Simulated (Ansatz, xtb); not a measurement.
Species: C$_{3}$H$_{5}$Cl$_{2}$, charge 0, multiplicity 2. It need not be the lowest isomer of its formula. SMILES: C(Cl)[CH]CCl
Geometry from a B3LYP-D3(BJ)/def2-TZVP (Ansatz, a first-principles code) optimisation:
```xyz
10

C     -0.0655    -0.2762    -0.8827
C     -1.2031    -0.4637     0.0167
Cl    -2.1818     1.1140     0.1289
C      1.1739     0.3403    -0.4112
Cl     2.2243    -0.9349     0.4433
H     -0.1418    -0.5983    -1.9121
H     -0.9048    -0.6686     1.0418
H     -1.9127    -1.2072    -0.3295
H      1.7985     0.7257    -1.2096
H      1.0077     1.1027     0.3457
```
Charge 0, spin multiplicity 2.

Harmonic wavenumbers from GFN2-xTB (xtb, at its own minimum), cm⁻¹: 40, 68, 184, 308, 405, 439, 538, 664, 863, 914, 1020, 1078, 1130, 1169, 1190, 1203, 1326, 1425, 1426, 2996, 2997, 3017, 3019, 3114.

Problem. Give the harmonic wavenumbers at B3LYP-D3(BJ)/def2-TZVP (Ansatz, finite differences of forces, unscaled).

Solution. 37, 84, 204, 301, 412, 465, 573, 671, 872, 902, 1024, 1126, 1160, 1237, 1240, 1266, 1405, 1494, 1499, 3098, 3099, 3164, 3168, 3201 cm⁻¹. Zero-point energy 45.3 kcal/mol.
